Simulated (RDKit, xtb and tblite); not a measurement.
Conformational energy of SMILES c1csc(Cc2ccncc2)c1. Scanned: dihedral S3–C4–C5–C6 and dihedral C4–C5–C6–C7; all other coordinates were relaxed at GFN2-xTB. Points at φ and −φ are mirror images. Heavy atoms are numbered in the order of the SMILES c1csc(Cc2ccncc2)c1, hydrogens after them in the order of the atoms that carry them; the mirror image has the same energies with the sign of each dihedral reversed.

Computed with: GFN2-xTB (xtb and tblite); MMFF94 // GFN2-xTB (RDKit); UFF // GFN2-xTB (RDKit).

Energies in kcal/mol at chosen points (x: dihedral S3–C4–C5–C6 (°); y: dihedral C4–C5–C6–C7 (°)), relative to x = -90, y = -90:

```json
[
 {"method": "GFN2-xTB", "(-120, 30)": "0.7", "(120, 30)": "2.3", "(0, 60)": "1.6", "(30, -120)": "0.8", "(-120, -90)": "0.4", "(-150, 180)": "3.7", "(60, 180)": "1.7"},
 {"method": "MMFF94", "(-120, 30)": "0.7", "(120, 30)": "3.4", "(0, 60)": "7.0", "(30, -120)": "3.6", "(-120, -90)": "0.1", "(-150, 180)": "5.9", "(60, 180)": "4.4"},
 {"method": "UFF", "(-120, 30)": "2.6", "(120, 30)": "6.6", "(0, 60)": "4.4", "(30, -120)": "2.9", "(-120, -90)": "0.4", "(-150, 180)": "9.8", "(60, 180)": "5.7"}
]
```
